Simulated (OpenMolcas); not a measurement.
# Pd3+: ligand-field states by method

Pd3+ with 6 ligands (oxide) in octahedral coordination (Oh) at 2.14 Å. A charge of +1.5 e stands 2.6 Å behind each ligand. Ligand basis ANO-RCC-VDZP.

```
Program             : OpenMolcas
Basis               : ANO-RCC-VDZP [6s5p3d1f]
Scalar Hamiltonian  : DKH2, point nucleus
Active space        : 7 electrons in 5 orbitals (4d)
State averaging     : 2S+1 = 4 even, 10 roots; 2S+1 = 2 even, 40 roots
Spin-orbit coupling : RASSI with atomic mean-field integrals over the reference wave functions
```

I. CASSCF
II. SS-CASPT2, IPEA 0.25 Eh, imaginary shift 0.1 Eh (closed shells correlated: 4s 4p and the ligand valence shells)

Spin-free states (labels of O, the rotations of Oh) in cm-1, each column counted from its own energy of the first state listed:

```csv
State,Degeneracy,I,II
4T1,3,0,0
2E,2,1797,-5440
4T2,3,11716,15090
2S+1 = 2,3,12846,6840
2S+1 = 2,3,13068,6840
```

II puts a state of multiplicity 2 lowest, 5400 cm-1 below that state.

From I to II, I's first state of the same spin (4T2) moves from 11716 to 15090 cm-1, by about +3400 cm-1.

From I to II, I's first state of another spin (2E) moves from 1797 to -5440 cm-1, by about -7200 cm-1.

I: A least-squares ligand-field fit to the states below 45000 cm-1, each weighted by its degeneracy and with a free common offset, gives 10Dq = 13995 cm-1, B = 758 cm-1 and C = 3216 cm-1 (C/B = 4.24), with an rms deviation of 532 cm-1. The same method and metal basis give the free ion B = 990 cm-1 (fit to its terms below 60000 cm-1, rms deviation 15 cm-1), so the nephelauxetic ratio is β = 758 / 990 = 0.77; it hangs on how both fits weigh the states, and computed free-ion B values tend to be too large, so β mixes covalency with correlation.

χT at 300 K: I 2.87, II 0.57 cm3 K/mol.

Roots that are degenerate in the reference are averaged as groups; the widest CASPT2 spread within a group is 690 cm-1 (the 2-fold group of multiplicity 2 near 28500 cm-1 above the lowest state of its run, II). Shifts and gaps below about the spread of the groups concerned are not significant. Over all roots computed the reference weight is 0.57 to 0.61 in II; a low but even weight reflects the number of correlated electrons. The least metal-like active orbital is 78 % on the metal (Löwdin) and no ligand orbital is active, so the numbers are rough. The oxide ions are held by bare point charges, a crude embedding. Ligand-to-metal charge-transfer states are missing. With no ligand orbital active B as a rule stays too high, so bands that hang on it stand too high and its fall with covalency is understated. An orbital triplet at a regular site is open to Jahn-Teller coupling, which can distort the site and quench the lowest spin-orbit gaps and is left out (holds for I). Without dynamic correlation the repulsion within the d shell is too large (B by tens of per cent), so at a given field states of lower spin stand too high (holds for I). This shell can be high or low spin here, a state of another spin lies low, and with metal d orbitals alone active their balance is uncertain, so the ground spin may be wrong (holds for I). With metal d orbitals alone the field can be off either way by tens of per cent (holds for I). An orbital doublet at a regular site is open to a Jahn-Teller distortion, which this geometry leaves out (holds for II). This shell can be high or low spin here, a state of another spin lies low, and with metal d orbitals alone active their balance is uncertain, so the ground spin may be wrong, although the usual error favours high spin (holds for II). These CASPT2 states fit no ligand-field parameters well, so their order and spin gaps are uncertain (holds for II). With one d shell and no ligand orbital active, 10Dq can be off by a tenth or more (holds for II). No measured value stands beside these numbers; the geometry was imposed, not optimised, and the real ion may take another.
